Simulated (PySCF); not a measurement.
C₂H₄BBrO, SMILES C=CB(O)Br. Geometry optimised at ωB97X-D3(BJ)/def2-SVP. Other conformers were not sampled.

Computed equilibrium geometry at ωB97X-D3(BJ)/def2-SVP (PySCF confirms it by a frequency run) as bond lengths and angles, and its point group (one conformer of several):
point group Cs.
Atoms: B1 Br2 C3 C4 H5 H6 H7 O8 H9. Bonds (Å): B1–Br2 1.944, B1–C3 1.556, B1–O8 1.350, C3–C4 1.341, C3–H5 1.096, C4–H6 1.096, C4–H7 1.096, O8–H9 0.964. Angles (°): Br2–B1–C3 119.9, Br2–B1–O8 118.9, C3–B1–O8 121.2, B1–C3–C4 121.0, B1–C3–H5 119.8, C4–C3–H5 119.2, C3–C4–H6 122.3, C3–C4–H7 121.0, H6–C4–H7 116.8, B1–O8–H9 113.6.
